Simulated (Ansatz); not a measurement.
Consider the ligand exchange at the Sn–C bond: `C[CH](C)[Sn][OH]` + CH₃SH → `C[S][Sn][OH]` + `CCC`.

Calculated with Ansatz (gas phase, PBE0-D4/def2-TZVP geometries, no zero-point term in ΔE). CBS: MP2 limit from def2 TZ/QZ plus the TZ coupled-cluster correction, frozen cores. This one scheme is used for every species. def2 core potentials past Kr. For Sn outer-core shells are correlated without core-valence functions, which leaves a few kJ/mol of doubt a bond. Each species was taken in one conformer, which may not be the lowest.

```tsv
species	CCSD(T)/def2-SVP energy (Eh)
`C[CH](C)[Sn][OH]`	-407.12619
CH₃SH	-437.89312
`C[S][Sn][OH]`	-726.38277
`CCC`	-118.68895
```

**Question.** Work out ΔE.

**Answer.** ΔE = (-726.38277) + (-118.68895) − (-407.12619) − (-437.89312) = -0.05241 Eh = -137.6 kJ/mol. CCSD(T)/CBS gives -140.4 kJ/mol.

Largest T1 diagnostic among the species: 0.016.

The D4 term adds +4.7 kJ/mol with B3LYP and +2.6 kJ/mol with PBE0; it sums over pairs of atoms, weighted by their polarisabilities, and B3LYP, whose exchange is more repulsive, gets the larger term. Leaving LDA and LC-ωPBE aside and taking each functional with its dispersion term where it has one, the values, not all of them listed here, spread over 10.9 kJ/mol, from B97M-V to ωB97M-V. LDA lies +3.8 kJ/mol from PBE without D4. In def2-TZVPP, CCSD(T) changes the Hartree–Fock value by +18.0 kJ/mol (the triples alone add +0.1 kJ/mol) and MP2 by +14.9 kJ/mol.

B3LYP here is the variant with VWN-RPA as its local correlation; programs differ in this.
